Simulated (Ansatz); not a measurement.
Process, species as SMILES: [O]=[Y][F] -> [O]=[Y][F] as doublet, charge +1 + e-
Structures are relaxed separately at B3LYP-D3(BJ)/def2-TZVP in Ansatz (an electronic-structure program). Frequencies are from Ansatz. [O]=[Y][F] as doublet, charge +1: The spin state was set by rule; other spins were not relaxed.

Property: adiabatic ionisation energy (0 K, with B3LYP-D3(BJ) harmonic zero-point energies), in eV. Cores are frozen in the correlated levels unless marked. Open shells are spin-unrestricted. Spin-orbit coupling is left out. Frozen are the shells of the preceding noble gas and the d and f shells that filled before the atom's block. Past Kr the def2 sets carry scalar-relativistic core potentials. STO-3G rows are all-electron and non-relativistic. CBS marks a two-point X^-3 extrapolation of the correlation energy; Hartree-Fock from the larger set.

```csv
level,program,adiabatic ionisation energy (eV)
HF/def2-TZVPP,Ansatz,6.30
PBE/def2-TZVPD,Ansatz,8.73
PBE-D4/def2-TZVPD,Ansatz + dftd4,8.74
B3LYP-D3(BJ)/def2-TZVPD,Ansatz + dftd3,8.57
```

### Question
What does CCSD(T)/CBS(def2-TZVPP,def2-QZVPP) (Ansatz) give?

### Answer
8.45 eV, so B3LYP-D3(BJ)/def2-TZVPD differs from it by 0.12 eV.
